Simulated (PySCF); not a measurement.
Compound: CH7BBiP.
Geometry (PBE0-D3(BJ)/def2-SVP, Å), atoms numbered from 1 in this order:
```
atom  x, y, z in Å
C1    -0.1406   -1.5827    0.2708
B2    -0.1625   -0.0833   -0.1870
P3    -1.6778    1.0009   -0.0006
Bi4    1.6117    0.6832   -1.5462
H5     0.7838   -1.7818    0.8407
H6    -0.9998   -1.8938    0.8852
H7    -0.0879   -2.2486   -0.6093
H8    -1.1620    2.2895    0.2861
H9    -2.2076    0.6616    1.2759
H10    2.7259    0.4729   -0.1511
H11    1.3455    2.4055   -1.1101
```

Computed with PySCF 2.14.0, PBE0-D3(BJ)/def2-SVP geometry optimisation, gas phase, def2 core potentials past Kr.

Take the most abundant isotopes and a rigid rotor. The values belong to one conformer with, in the numbering `[CH3:1][B:2]([PH2:3])[BiH2:4]`, C1–B2–P3–H 145° and 41°, C1–B2–Bi4–H -67° and -158°.

Q: Give the principal moments of inertia and the rotational constants in cm⁻¹.

A: Ia = 106.54, Ib = 473.38, Ic = 567.78 u·Å²; 505379 MHz·u·Å²/I gives 4744, 1068 and 890.1 MHz, that is A = 0.15823, B = 0.03561, C = 0.02969 cm⁻¹.

Q: What kind of rotor is it?

A: A near-prolate asymmetric top. Ray's parameter κ = (2B − A − C)/(A − C) = -0.908; −1 is the prolate and +1 the oblate limit.

Q: What does the inertial defect say?

A: Not planar: Δ = Ic − Ia − Ib = -12.14 u·Å². For a rigid frame Δ = −2 Σ m c², so Σ m c² = 6.07 u·Å² lies off the ab plane: 5.82 from hydrogen and 0.25 from heavier atoms. The atom farthest from that plane is 1.57 Å away.

Q: Give the other two planar moments, Paa and Pbb, and the rms extents of the mass along the axes.

A: Paa = Σ m a² = (Ib + Ic − Ia)/2 = 467.31 and Pbb = Σ m b² = (Ia + Ic − Ib)/2 = 100.47 u·Å². With the mass M = 270.02 u, the rms extents √(P/M) along a, b and c are 1.32, 0.61, 0.15 Å.

Q: Where do the levels up to J = 5 lie, in MHz?

A: Above 0(0,0):
J = 1: 1(0,1) 1958, 1(1,1) 5634, 1(1,0) 5811
J = 2: 2(0,2) 5867, 2(1,2) 9372, 2(1,1) 9904, 2(2,1) 20932, 2(2,0) 20939
J = 3: 3(0,3) 11715, 3(1,3) 14975, 3(1,2) 16039, 3(2,2) 26805, 3(2,1) 26837, 3(3,1) 45633, 3(3,0) 45633
J = 4: 4(0,4) 19483, 4(1,4) 22438, 4(1,3) 24212, 4(2,3) 34631, 4(2,2) 34725, 4(3,2) 53476, 4(3,1) 53477, 4(4,1) 79818, 4(4,0) 79818
J = 5: 5(0,5) 29149, 5(1,5) 31757, 5(1,4) 34415, 5(2,4) 44406, 5(2,3) 44622, 5(3,3) 63285, 5(3,2) 63289, 5(4,2) 89621, 5(4,1) 89621, 5(5,1) 123491, 5(5,0) 123491

Q: Which types of transition are allowed, and where do some lines up to J = 5 fall?

A: The dipole components are |μa| = 0.65 D, |μb| = 0.96 D, |μc| = 0.01 D. The squared components, which scale the intensities, stand as 0.46 : 1.00 : 0.00 (a : b : c). Some lines, for components of 0.1 D or more:

```tsv
type	branch	J(Ka,Kc)	MHz	lower level (cm⁻¹)
a	Q	2(1,1) ← 2(1,2)	532	0.313
a	Q	3(1,2) ← 3(1,3)	1065	0.499
b	Q	2(1,1) ← 2(0,2)	4037	0.196
b	R	4(0,4) ← 3(1,3)	4509	0.499
a	R	3(0,3) ← 2(0,2)	5848	0.196
a	R	4(1,4) ← 3(1,3)	7464	0.499
a	R	4(2,3) ← 3(2,2)	7826	0.894
a	R	4(3,1) ← 3(3,0)	7844	1.522
a	R	5(2,3) ← 4(2,2)	9898	1.158
a	R	5(1,4) ← 4(1,3)	10203	0.808
b	R	5(1,5) ← 4(0,4)	12274	0.650
b	Q	3(3,0) ← 3(2,1)	18797	0.895
b	Q	5(3,3) ← 5(2,4)	18879	1.481
b	R	5(2,4) ← 4(1,3)	20194	0.808
b	Q	4(4,0) ← 4(3,1)	26341	1.784
b	R	5(3,3) ← 4(2,2)	28560	1.158
b	Q	5(5,1) ← 5(4,2)	33870	2.989
```

No frequency check. These are rigid-rotor constants of the computed structure; measured ground-state constants (B0) also hold zero-point vibration. A rigid rotor knows nothing of internal rotation, which can split or shift real lines. Quadrupole hyperfine structure (11B) is left out.
